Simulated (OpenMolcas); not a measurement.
4s2 4p along the 31-electron sequence

```json
{
 "Program": "OpenMolcas",
 "Method": "XMS-CASPT2, IPEA 0.25 Eh, imaginary shift 0.1 Eh",
 "Basis": "ANO-RCC-VTZP",
 "Scalar Hamiltonian": "DKH2, point nucleus",
 "Spin-orbit coupling": "RASSI with atomic mean-field integrals over the reference wave functions, term energies averaged over their components"
}
```

Active space for each ion: 3 electrons in 4 orbitals (4s 4p); closed shells correlated by CASPT2: 3d.

Computed levels in cm-1 above 2P* 1/2:

```json
{"Level": "2P* 3/2", "Ga": "803", "Ge+": "1597", "Br4+": "5530", "Kr5+": "7370"}
{"Level": "weight of 2P* in the lowest level (%)", "Ga": "100", "Ge+": "100", "Br4+": "100", "Kr5+": "100"}
```

Measured, with the error of the calculation in %. Measured levels: Ga, Ge+ from NIST Handbook of Basic Atomic Spectroscopic Data; Br4+ from Moore, Atomic Energy Levels, vol. II, NSRDS-NBS 35 (1971 reprint of NBS Circular 467, 1952); Kr5+ from Saloman, J. Phys. Chem. Ref. Data 36, 215 (2007).

```
  Level          Ga          Ge+         Br4+         Kr5+
2P* 3/2  826 (-2.8)  1767 (-9.6)  6090 (-9.2)  8110 (-9.2)
```

The fine-structure level 2P* 3/2 changes by a factor of 9.18 from Ga to Kr5+. Its fourth root runs 5.32, 6.32, 8.62, 9.27, with steps per unit of Z of 1.00, 0.77, 0.64; equal steps would mean a (Z - σ)^4 law with constant σ.

CASPT2 breaks the degeneracy within a term, and the mean is taken; among the terms shown or strongly mixed into the levels shown the widest spread is 25 cm-1 (4s2 4p 2P*, Kr5+). Over all roots computed the reference weight is 0.88 to 0.96 in Ge+, 0.85 to 0.99 in Br4+, 0.86 to 0.99 in Kr5+; the roots of lowest weight are the least certain, and an intruder state may touch them. Some high roots are left out of the spin-orbit mixing, which shifts the levels that they would mix with (holds for Ga; Ge+). Computed and measured levels are paired by configuration, term and J; levels that our copy of the source lacks, or whose pairing is in doubt (as where it misses far off the trend of its configuration), stay unpaired and out of the deviations. Only configurations of the active space appear.

* marks odd parity.
